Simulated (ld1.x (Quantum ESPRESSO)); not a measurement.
# Ranking ultrasoft potentials for nickel

All share these settings but for the change named:

nickel (Ni), ultrasoft, made with ld1.x (Quantum ESPRESSO) 7.5 (PBEsol, scalar-relativistic). Core [Ar], reference 3d8 4s0 4p0 (charge +2). Waves: 4s (bound, empty): rcut 1.65, rcutus 1.80 bohr; 4s channel at -1.25 Ry: rcut 1.65, rcutus 1.80 bohr; 4p (bound, empty): rcut 1.65, rcutus 2.15 bohr; 4p channel at 1.8 Ry: rcut 1.65, rcutus 2.15 bohr; 3d (bound): rcut 0.95, rcutus 1.05 bohr; 3d channel at -0.8 Ry: rcut 0.95, rcutus 1.05 bohr. Local part: all-electron potential smoothed inside 1.05 bohr (lloc = -2). Core correction: none. Augmentation charge: PSQ, radius 0.80 bohr.

Test errors are all-electron minus pseudo excitation energies from the reference, over 3d8 4s2 4p0; 3d8 4s1 4p0; 3d7 4s0 4p0; 3d8 4s0 4p2; 3d7 4s2 4p1; 3d9 4s1 4p0; 3d7 4s2 4p0. None of these files shows a bound ghost.

Of 8 variants that were run, those that failed, showed a ghost or another fault, or gave nearly equal values are left out.

Task: Rank these variants by their largest absolute test error, smallest first.
A. all radii scaled by about 1.39 (s 2.50, p 3.00, d 1.46 bohr, rcut 2.30/2.30/1.32); local potential all-electron potential smoothed inside 1.46 bohr (lloc = -2); augmentation PSQ, radius 1.12 bohr
B. all radii scaled by about 1.29 (s 2.32, p 2.78, d 1.36 bohr, rcut 2.12/2.12/1.22); local potential all-electron potential smoothed inside 1.36 bohr (lloc = -2); augmentation PSQ, radius 1.04 bohr
C. all radii scaled by about 1.22 (s 2.20, p 2.62, d 1.28 bohr, rcut 2.02/2.02/1.16); local potential all-electron potential smoothed inside 1.28 bohr (lloc = -2); augmentation PSQ, radius 0.98 bohr

Result: C (127.9 meV), A (168.1 meV), B (963.3 meV).
